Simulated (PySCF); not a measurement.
# Electron correlation in Ga (gallium, neutral)

[Ar] 3d10 4s2 4p1, 2P determinant. Computed with PySCF 2.14 in x2c-QZVPPall, with scalar relativity by spin-free X2C-1e. Frozen: [Ne]; 21 electrons correlated.

```tsv
level	correlation energy (mhartree)
CCSD	-751.29
(T)	-16.26
CCSD(T)	-767.55
```

Diagnostics: T1 = 0.013, D1 = 0.0500, largest double amplitude 0.061.

Problem. Is a single reference adequate?

Solution. Yes, within this model without spin-orbit coupling: T1 lies below 0.03 and no double amplitude reaches 0.07.

This basis was not built for core-valence correlation, so the inner-shell part is incomplete.
